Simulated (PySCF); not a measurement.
An unknown is described by computed data only.

Formula: C4H2ClN3O2.

| Property | Result |
| --- | --- |
| UV, first state | lowest singlet excitation: 4.12 eV (301 nm, f = 0.000) [TDDFT wB97X-D/def2-SVPD] |
| Rotational structure | rotational constants A, B, C: 2.396, 0.764, 0.580 GHz [PBE0-D3(BJ)/def2-SVP] |
| 1H NMR | chemical shifts (computed TMS as zero) by class: 9.19 (1 H), 6.47 (1 H) ppm [GIAO CAM-B3LYP/pcSseg-1] |
| 13C NMR | chemical shifts (computed TMS as zero) by class: 187.7 (1 C), 178.4 (1 C), 171.1 (1 C), 167.9 (1 C) ppm [GIAO CAM-B3LYP/pcSseg-1] |
| Valence photoelectron | vertical ionisation energy: 10.69 eV [ΔSCF wB97X-D/def2-SVPD] |
| NMR, other nuclei | isotropic shieldings of nuclei other than C and H, by class: -66 (1 N), -59 (1 N), -58 (1 N), -117 (1 O), 128 (1 O), 576 (1 Cl) ppm [GIAO CAM-B3LYP/pcSseg-1] |
| Triplet | lowest triplet excitation (Tamm–Dancoff): 3.77 eV [TDA wB97X-D/def2-SVPD] |

Gas-phase values; electronic properties from PySCF, density fitting. Levels stand in brackets. One conformer (not necessarily the lowest) at the PBE0-D3(BJ)/def2-SVP geometry, without solvent, vibrations or thermal averaging. NMR classes are plain means over equivalent atoms (diastereotopic ones count apart unless rotation or inversion swaps them), as if these changed places fast.

Question: Give a SMILES that accounts for the data.

Answer: Numbering: `[O:1]=[C:2]([OH:3])[c:4]1[n:5][cH:6][n:7][c:8]([Cl:9])[n:10]1`. Its formula, C4H2ClN3O2, gives 5 degrees of unsaturation: 1 ring and 4 π bonds in the structure found (Kekulé form). 4 carbons fall into 4 classes; from least to most shielded: aromatic C–Cl carbon [C8] (187.7 ppm), aromatic CH next to a ring nitrogen [C6] (178.4 ppm), substituted aromatic carbon [C4] (171.1 ppm), carboxylic acid carbon [C2] (167.9 ppm). Hydrogen classes from least to most shielded: 1 H on an aromatic CH next to a ring nitrogen, C6 (9.19 ppm), 1 H on an acid hydroxyl oxygen, O3 (6.47 ppm). The other shieldings belong to: -66 ppm, pyridine-type nitrogen [N7]; -59 ppm, pyridine-type nitrogen [N10]; -58 ppm, pyridine-type nitrogen [N5]; -117 ppm, acid carbonyl oxygen [O1]; 128 ppm, acid hydroxyl oxygen [O3]; 576 ppm, aryl chlorine [Cl9]. S1 is mainly HOMO→LUMO (weight 0.88); the largest Löwdin shares of the orbital it empties are 0.31 on a pyridine-type nitrogen, 0.23 on the acid carbonyl oxygen and 0.10 on each of 2 atoms of one kind (pyridine-type nitrogen), of the orbital it fills 0.22 on the substituted aromatic carbon, 0.15 on a pyridine-type nitrogen, 0.11 on a pyridine-type nitrogen and 0.11 on the carboxylic acid carbon. By its constants the optimised geometry is an asymmetric top. Structure: `O=C(O)c1ncnc(Cl)n1`. The assignments are read from this structure; whether some other isomer fits the data as well wasn't checked.

Shape of the structure used: `[O:1]=[C:2]([OH:3])[c:4]1[n:5][cH:6][n:7][c:8]([Cl:9])[n:10]1`: O1–C2–C4–N5 -5°, H–O3–C2–O1 0°.
